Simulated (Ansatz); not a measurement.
Geometry optimisation, RKS B3LYP-D4/def2-SVP in Ansatz 0.2.0.

Input file:

```yaml
crystal:
  periodic: [false, false, false]
  atoms:
    - { symbol: Ta, position_ang: [0.0, 0.0, 0.0] }
    - { symbol: O, position_ang: [2.37, 0.0, 0.0] }
    - { symbol: H, position_ang: [2.7071, -0.5308, 0.7903] }
    - { symbol: Cl, position_ang: [0.0, 0.0, 2.47] }
    - { symbol: F, position_ang: [0.0, 0.0, -1.93] }
    - { symbol: Cl, position_ang: [-1.235, 2.139, 0.0] }
    - { symbol: F, position_ang: [-0.965, -1.6714, 0.0] }
    - { symbol: F, position_ang: [0.7032, 1.7429, 1.2003] }
    - { symbol: H, position_ang: [1.8595, 1.1325, 0.7799] }
basis:
  gaussian: { orbitals: def2-SVP }
hamiltonian:
  xc: b3lyp
  dispersion: d4
relax:
  f_tol: 0.15
  max_steps: 25
  restrain:
    - { distance: [0, 7], at: 3.13, k: 30.0 }
    - { distance: [8, 1], at: 2.21, k: 30.0 }
    - { distance: [0, 1], at: 2.02, k: 30.0 }
    - { distance: [8, 7], at: 0.92, k: 30.0 }
output:
  orbitals: {}
```

Run as:

```bash
$ ansatz run input.yaml --threads 4 --pin off --max-ram 5120MiB --backend cpu --events-out ev --progress --plain --runs-dir out
```

Q: Where does it end, and by what steps?

A: It converged. The restraints hold the end off the free minimum; the threshold counts their pulls, which the force column leaves out. Restrained pairs: Ta1–F8 (2.23 → 3.12 Å), O2–H9 (1.47 → 2.21 Å), Ta1–O2 (2.37 → 1.98 Å), F8–H9 (1.37 → 0.93 Å). After 11 steps the energy has fallen by 4.155 eV (the restraints' own energy left out); F8 moved furthest, 1.25 Å.

```csv
step,energy less start (eV),largest force component (eV/Å),accepted
0,0.0000,5.614,yes
1,-0.7108,5.460,yes
2,-1.6413,4.288,yes
3,-2.5133,3.657,yes
4,-3.5253,1.138,yes
5,-3.8448,1.405,yes
6,-3.9543,1.494,yes
7,-4.0377,1.220,yes
8,-4.0868,1.278,yes
9,-4.1164,1.378,yes
10,-4.1373,1.387,yes
11,-4.1548,1.236,yes
```

```xyz
9
Properties=species:S:1:pos:R:3
Ta -0.074 -0.147 0.108
O 1.885 -0.270 0.364
H 2.220 -0.641 1.193
Cl -0.268 -0.808 2.362
F 0.371 0.434 -1.626
Cl -1.599 1.562 0.374
F -0.900 -1.690 -0.509
F 1.551 2.468 0.631
H 2.255 1.905 0.414
```

Time of the run: 46 s on 4 threads of Arm Neoverse V1, with other jobs on the host, peak memory 0.38 GiB.
